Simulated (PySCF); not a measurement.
Be(NMe2)(SH) (C2H7BeNS), SMILES C[N](C)[Be][SH]. Geometry optimised at PBE-D3(BJ)/def2-SVP. The structure was generated by enumeration; whether it is a known compound was not checked. The values are those of a single conformer.

Calculation: PBE-D3(BJ)/def2-SVP (PySCF).

Harmonic wavenumbers (cm⁻¹): 92, 138, 222, 242, 245, 297, 340, 386, 468, 644, 927, 1050, 1065, 1126, 1126, 1190, 1374, 1379, 1395, 1402, 1406, 1426, 1475, 2605, 2893, 2899, 2944, 2954, 3038, 3039. Rotational constants (GHz): 9.046, 1.589, 1.389; symmetry number 1.

Work out the zero-point energy and the ideal-gas rigid-rotor harmonic-oscillator thermochemistry at 298.15 K and 1 atm.

ZPE = ½ Σ hcν = ½ × 39786 cm⁻¹ = 56.88 kcal/mol. H − E(el) = 62.17 kcal/mol. Entropy in cal/(mol K): translation 39.27, rotation 27.18, vibration 17.29, total 83.74. G − E(el) = 37.20 kcal/mol. Cp = 26.77 cal/(mol K). Modes under 150 cm⁻¹ make the vibrational entropy uncertain.
